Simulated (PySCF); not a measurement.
Electron correlation in Lu²⁺ (lutetium, charge +2)

[Xe] 4f14 6p1, 2P determinant (an excited configuration). All numbers are calculated (PySCF 2.14, scalar relativity by spin-free X2C-1e, in x2c-TZVPPall). Frozen: [Ar] 3d10; 41 electrons correlated.

MP2 pair energies summed by pair of shells (mhartree):

```json
{"pair": "4f-4f", "energy": "-305.39", "share (%)": "31.0"}
{"pair": "4f-5p", "energy": "-227.03", "share (%)": "23.0"}
{"pair": "5p-5p", "energy": "-112.94", "share (%)": "11.5"}
{"pair": "4d-4d", "energy": "-84.95", "share (%)": "8.6"}
{"pair": "4d-4f", "energy": "-67.98", "share (%)": "6.9"}
{"pair": "4f-5s", "energy": "-30.95", "share (%)": "3.1"}
{"pair": "4p-4f", "energy": "-29.41", "share (%)": "3.0"}
{"pair": "4d-5s", "energy": "-18.46", "share (%)": "1.9"}
{"pair": "5s-5p", "energy": "-17.94", "share (%)": "1.8"}
{"pair": "4s-4d", "energy": "-15.78", "share (%)": "1.6"}
{"pair": "4d-5p", "energy": "-14.24", "share (%)": "1.4"}
{"pair": "4p-4d", "energy": "-13.79", "share (%)": "1.4"}
{"pair": "5p-6p", "energy": "-12.29", "share (%)": "1.2"}
{"pair": "4f-6p", "energy": "-7.45", "share (%)": "0.8"}
{"pair": "4p-4p", "energy": "-7.04", "share (%)": "0.7"}
{"pair": "5s-5s", "energy": "-5.28", "share (%)": "0.5"}
{"pair": "4p-5p", "energy": "-5.18", "share (%)": "0.5"}
{"pair": "4s-4f", "energy": "-3.27", "share (%)": "0.3"}
{"pair": "4s-4p", "energy": "-1.56", "share (%)": "0.2"}
{"pair": "4p-5s", "energy": "-1.41", "share (%)": "0.1"}
{"pair": "4s-4s", "energy": "-1.09", "share (%)": "0.1"}
{"pair": "4s-5s", "energy": "-0.51", "share (%)": "0.1"}
{"pair": "5s-6p", "energy": "-0.43", "share (%)": "0.0"}
{"pair": "4s-5p", "energy": "-0.27", "share (%)": "0.0"}
{"pair": "4d-6p", "energy": "-0.23", "share (%)": "0.0"}
{"pair": "4p-6p", "energy": "-0.08", "share (%)": "0.0"}
```

Total MP2 correlation energy: -984.95 mhartree.

Same-spin part -375.06 and opposite-spin part -609.89 mhartree; SCS-MP2 scales them by 1/3 and 6/5 to -856.89 mhartree.

This basis was not built for core-valence correlation, so the inner-shell part is incomplete.
